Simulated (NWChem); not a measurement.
Molecule: SiH$_{2}$SO, singlet; SMILES O[Si]S

```xyz
5

Si    -0.6916    -0.6987     0.0000
O      0.6931    -1.6236     0.0000
H      1.5801    -1.2291     0.0000
S      0.2070     1.3123     0.0000
H     -0.9550     1.9997     0.0000
```
Atoms are numbered in this order, from 1.

Computed with NWChem. Pople sets run with spherical d functions. Low-valent species are run as closed-shell singlets; no triplet was tried in these runs. Coordinates come from a B3LYP/6-31G* (spherical d) optimisation. GIAO values for the isolated, static molecule; σ is the absolute isotropic shielding, δ = σ(reference) − σ with the isolated reference molecule computed at the same levels (1H: tetramethylsilane, 17O: water, 29Si: tetramethylsilane).

```json
[
 {"level": "B3LYP/6-311G**", "δ Si1 (ppm)": "244.8", "δ O2 (ppm)": "202.6", "δ H3 (ppm)": "6.02", "σ S4 (ppm)": "323.5", "δ H5 (ppm)": "3.73"},
 {"level": "PBE0/pcSseg-1", "δ Si1 (ppm)": "?", "δ O2 (ppm)": "203.2", "δ H3 (ppm)": "?", "σ S4 (ppm)": "?", "δ H5 (ppm)": "?"},
 {"level": "PBE0/pcSseg-2", "δ Si1 (ppm)": "227.4", "δ O2 (ppm)": "194.6", "δ H3 (ppm)": "6.08", "σ S4 (ppm)": "348.2", "δ H5 (ppm)": "3.88"},
 {"level": "B3LYP/IGLO-III", "δ Si1 (ppm)": "215.9", "δ O2 (ppm)": "190.3", "δ H3 (ppm)": "5.70", "σ S4 (ppm)": "322.8", "δ H5 (ppm)": "3.49"}
]
```

Question: What belongs in the gaps?

Answer: 
- PBE0/pcSseg-1, δ Si1 (ppm): 237.4
- PBE0/pcSseg-1, δ H3 (ppm): 6.26
- PBE0/pcSseg-1, σ S4 (ppm): 345.2
- PBE0/pcSseg-1, δ H5 (ppm): 3.95
